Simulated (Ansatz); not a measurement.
Reaction (ligand exchange at a B–N bond): `B/N=C(/O)[SiH3]` + `N=C=O` → `BN=C=O` + `N=C(O)[SiH3]`

Calculated with Ansatz (gas phase, PBE0-D4/def2-TZVP geometries, no zero-point term in ΔE). CCSD(T)/CBS is the MP2 limit (def2-TZVPP, def2-QZVPP) plus CCSD(T) − MP2 in def2-TZVPP, frozen cores. This one scheme is used for every species. Functionals use def2-TZVPP. B3LYP here is the variant with VWN-RPA as its local correlation; programs differ in this. One conformer a species, not always the lowest.

(1) Is it downhill or uphill in electronic energy at CCSD(T)/CBS, and by how much? (Estimate.)

(2) What do these levels give: B3LYP-D4, CAM-B3LYP-D4, HF/def2-SVP, MP2/def2-SVP, SCS-MP2/def2-TZVPP, MP2/def2-QZVPP? (An estimate is asked.)

Largest T1 diagnostic among the species: 0.018.

Results:

(1) The calculation gave: Nearly level: ΔE = -2.5 kJ/mol.

(2) Ansatz gave: B3LYP-D4 3.4, CAM-B3LYP-D4 1.0, HF/def2-SVP -20.8, MP2/def2-SVP -0.6, SCS-MP2/def2-TZVPP -5.7, MP2/def2-QZVPP -2.5 kJ/mol.

From r2SCAN to r2SCAN0 (25 % exact exchange), in def2-TZVPP and without D4, ΔE moves by −5.0 kJ/mol. In def2-TZVPP, CCSD(T) changes the Hartree–Fock value by +19.6 kJ/mol (the triples alone add +3.0 kJ/mol) and MP2 by +19.9 kJ/mol. Leaving LDA and LC-ωPBE aside and taking each functional with its dispersion term where it has one, the values, not all of them listed here, spread over 15.5 kJ/mol, from BHLYP-D4 to PBE-D4. LDA lies +7.9 kJ/mol from PBE without D4.
